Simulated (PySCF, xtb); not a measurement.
Te(OSiH3)2 (H6O2Si2Te), SMILES [SiH3]O[Te]O[SiH3].

xtb with GFN2-xTB at its own geometry gives an orbital gap of 3.08 eV and a dipole moment of 1.93 D.

The structure is a stationary point at B3LYP-D3(BJ)/def2-SVP. This is a generated structure with no PubChem entry under its InChIKey; it may be hypothetical. The def2 effective core potentials stand for the cores of Te; spin–orbit coupling is left out. The values are those of a single conformer.

Task: What does HF/def2-TZVP (PySCF) give? (The exact figures need the calculation; the answer reports its results.)

Result: gap 10.05 eV (levels -8.88 and 1.17 eV), dipole 1.86 D.
